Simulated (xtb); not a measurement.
xtb input:

```bash
xtb mol.xyz --gfn 2 --ohess tight --chrg 1 --uhf 0
```
mol.xyz:
```
5

Mg    -1.27130283    -0.76562093    -1.02269994
C      0.16769575     0.12054595     0.10800093
H      0.64788398    -0.72697921     0.65835838
H     -0.39176186     0.77881363     0.85248493
H      0.87048191     0.59305132    -0.55872719
```

Question: Which total energy does the run end on?

Answer: -3.72882 Eh (GFN2-xTB).

It need not be the lowest isomer of its formula.
